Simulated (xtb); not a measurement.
(2S)-1-bromo-2-fluoropropane (C₃H₆BrF), SMILES C[C@H](F)CBr. All values are semi-empirical tight-binding results from xtb (GFN2-xTB unless named), good for trends rather than for accurate numbers. The structure is a stationary point at GFN2-xTB. Other conformers were not sampled.

Optimised geometry:

```xyz
11

C     -2.1451    -0.0880    -0.2046
C     -1.0009    -1.0394     0.0971
F     -1.4531    -2.0418     0.9378
C      0.1697    -0.3706     0.8073
Br     1.0900     0.8397    -0.3939
H     -1.8126     0.6903    -0.8858
H     -2.9644    -0.6340    -0.6651
H     -2.5047     0.3676     0.7158
H     -0.6562    -1.5458    -0.8145
H     -0.1715     0.2138     1.6616
H      0.8948    -1.1159     1.1339
```

Q: Estimate the properties. (Estimate from the structure and the level; the computed values follow.)

A: 
| Item | Result |
|---|---|
| orbital gap | 5.17 eV |
| zero-point energy | 53.0 kcal/mol |
| G − E(el) at 298.15 K (modified RRHO) | 33.4 kcal/mol |
| static polarisability (D4 model) | 59.4 bohr³ |
| solvation energy, GFN2-xTB/ALPB(water) | -2.3 kcal/mol |
| solvation energy, GFN2-xTB/ALPB(ch2cl2) | -4.8 kcal/mol |

Computed atomic charges and the Wiberg bond orders between heavy atoms:
charges (e) C1 -0.12, C2 0.15, F3 -0.26, C4 0.01, Br5 -0.17, H6 0.06, H7 0.06, H8 0.06, H9 0.05, H10 0.07, H11 0.07. Bond orders C1–C2 1.01, C2–F3 0.92, C2–C4 1.00, C4–Br5 0.97.
